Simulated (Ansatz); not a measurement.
Ansatz (an electronic-structure program) input:
A basis named .json is the Basis Set Exchange file of that set.

Ansatz 0.2 input:
```yaml
crystal:
  periodic: [false, false, false]
  atoms:
    - {symbol: C, position_ang: [-2.06267239, -0.39568048, 0.08846500]}
    - {symbol: Si, position_ang: [-0.25188597, -0.04831905, 0.01080302]}
    - {symbol: Cl, position_ang: [0.64535156, -1.21838193, -1.41334649]}
    - {symbol: Cl, position_ang: [0.08454981, 1.91751364, -0.46311365]}
    - {symbol: Cl, position_ang: [0.63413587, -0.43746975, 1.81795858]}
    - {symbol: H, position_ang: [-2.23108416, -1.44327031, 0.34105235]}
    - {symbol: H, position_ang: [-2.53055002, 0.23128520, 0.84847284]}
    - {symbol: H, position_ang: [-2.52456088, -0.18571874, -0.87703096]}
basis:
  gaussian:
    orbitals: aug-cc-pV_D+d_Z.json
magnetization: {spin_polarized: false}
correlation: {method: ccsd_t, electrons: outside_noble_gas}
output: {forces: true}
```

Predict the final energy.

-1708.03711 Eh (CCSD(T)/aug-cc-pV(D+d)Z). The basis has 178 functions. The run takes roughly 15 core-minutes.
